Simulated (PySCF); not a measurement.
Species: C₃H₅ClOSi (charge +1 and doublet state).
Geometry (GFN2-xTB, Å), atoms numbered from 1 in this order:
```xyz
11
C3H5ClOSi angstrom
O     -2.9617    0.0057    0.5933
C     -2.1725   -0.6668    0.0493
C     -0.7741   -0.1802   -0.4244
Cl    -0.9414    0.4127   -2.0077
C      0.2493   -0.2326    0.3886
Si     1.9700    0.6867    0.0952
H     -2.3070   -1.7288   -0.2310
H      0.1936   -0.7280    1.3450
H      2.8415   -0.4597    0.3749
H      1.8727    1.1368   -1.2915
H      2.0352    1.7569    1.0825
```

The hyperfine couplings belong to this conformer and change with its torsions.

As a line formula: `O=C[C+](Cl)[CH][SiH3]` [radical] (charge +1).

Theory: UKS B3LYP, pcH-1 on C Cl H O Si, non-relativistic, mean-field spin-orbit, GIAO (PySCF). The structure is a single GFN2-xTB conformer in the gas phase; no vibrational or solvent corrections. GFN2-xTB frequencies show an imaginary mode (29i cm⁻¹), so this geometry is no minimum at that level. The geometry wasn't refined by DFT: couplings that depend on bond lengths, twists or pyramidal angles can differ widely from those at the functional's own minimum, by a factor of two or more for some ions and for spin on atoms past the first row. The frame is twisted about the C2–C3 bond at this geometry (dihedral O1–C2–C3–C5 = 88°); couplings at other torsion angles weren't computed. No stability test was run, so a lower SCF solution isn't excluded.

**Question.** What is the g tensor, term by term?

**Answer.** 
```json
{"Δg (ppt)": "relativistic mass correction", "1": "-0.22", "2": "-0.22", "3": "-0.22"}
{"Δg (ppt)": "gauge correction", "1": "0.00", "2": "0.02", "3": "0.03"}
{"Δg (ppt)": "orbital Zeeman/spin–orbit", "1": "0.87", "2": "6.43", "3": "17.33"}
{"Δg (ppt)": "total", "1": "0.65", "2": "6.23", "3": "17.14"}
```

So g = 2.00297, 2.00855, 2.01946 and g_iso = 2.01033; the tensor is rhombic: the two nearest values differ by 34 % of g3 − g1. 

**Question.** How much does each term add to the isotropic shift?

**Answer.** The orbital-Zeeman/spin–orbit term 8.21, the mass correction -0.22 and the gauge correction 0.02 ppt, for a total of 8.01 ppt. The orbital-Zeeman/spin–orbit term is the largest in size. The mass correction is the same along every axis, so the anisotropy comes from the other two: their spans along these axes are 0.03 (gauge) and 16.46 ppt (orbital Zeeman/spin–orbit).

**Question.** At 34.119 GHz, how far is the centre of the isotropic spectrum from where a free electron (g = 2.002319) resonates?

**Answer.** B = hν/(g μB) with μB/h = 13.99624 MHz/mT gives 1217.45 mT for the free electron and 1212.60 mT at g_iso, 4.85 mT lower.

**Question.** What are the electron Larmor frequencies g μB B/h along the three axes at 1200 mT?

**Answer.** 33.6409, 33.7346, 33.9178 GHz for g1, g2 and g3, a range of 277.0 MHz.

**Question.** In a frozen sample, at which fields do the three g values resonate at 9.5, 34, 94 and 263 GHz (hyperfine left aside), and which band first spreads them over more than twice a line width of 0.3 mT?

**Answer.** 
```json
{"band": "X", "GHz": "9.5", "B(g3) mT": "336.11", "B(g2) mT": "337.93", "B(g1) mT": "338.87", "spread mT": "2.77"}
{"band": "Q", "GHz": "34.0", "B(g3) mT": "1202.91", "B(g2) mT": "1209.44", "B(g1) mT": "1212.81", "spread mT": "9.90"}
{"band": "W", "GHz": "94.0", "B(g3) mT": "3325.68", "B(g2) mT": "3343.75", "B(g1) mT": "3353.07", "spread mT": "27.38"}
{"band": "J", "GHz": "263.0", "B(g3) mT": "9304.84", "B(g2) mT": "9355.39", "B(g1) mT": "9381.45", "spread mT": "76.61"}
```

The spread grows in proportion to the frequency. X band is the first where it exceeds 0.6 mT.

Largest spin populations (Mulliken): O1 (+0.27), C5 (+0.25), Cl4 (+0.16) and C3 (+0.15).

The HOMO–LUMO gaps are 6.04 eV among the α and 1.65 eV among the β orbitals.

The run took 57 s (grids of density and orbitals included) on an Arm Neoverse V1 with one thread, no GPU (shared host), and the process peaked at 0.76 GiB of memory.
